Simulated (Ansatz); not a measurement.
Species: ethyl(trifluoro)silane, C2H5F3Si, net charge 0, singlet state. 
Geometry from a B3LYP-D3(BJ)/def2-TZVP (Ansatz, an electronic-structure program) optimisation:
```xyz
11

C      2.3366    -0.0259    -0.5254
C      1.2537    -0.7004     0.3328
Si    -0.4286     0.0036     0.0974
F     -0.4760     1.5467     0.4621
F     -1.5081    -0.7239     1.0022
F     -0.9149    -0.1267    -1.4069
H      3.3111    -0.4815    -0.3463
H      2.4193     1.0374    -0.2965
H      2.1158    -0.1202    -1.5895
H      1.5025    -0.6226     1.3953
H      1.2014    -1.7709     0.1128
```
Charge 0, spin multiplicity 1.

Basis-set convergence of Hartree-Fock and MP2 correlation energies (hartree) with Ansatz. Cores are frozen in the correlated levels unless marked. Spin-orbit coupling is left out. No relativistic terms.

| basis | functions | E(HF) | E(corr, MP2) |
|---|---|---|---|
| aug-cc-pV(D+d)Z | 192 | -666.17464 | -1.00625 |
| aug-cc-pV(T+d)Z | 400 | … | … |

**Question.** What belongs in the gaps?

**Answer.** 
- aug-cc-pV(T+d)Z, E(HF): -666.30485
- aug-cc-pV(T+d)Z, E(corr, MP2): -1.24599
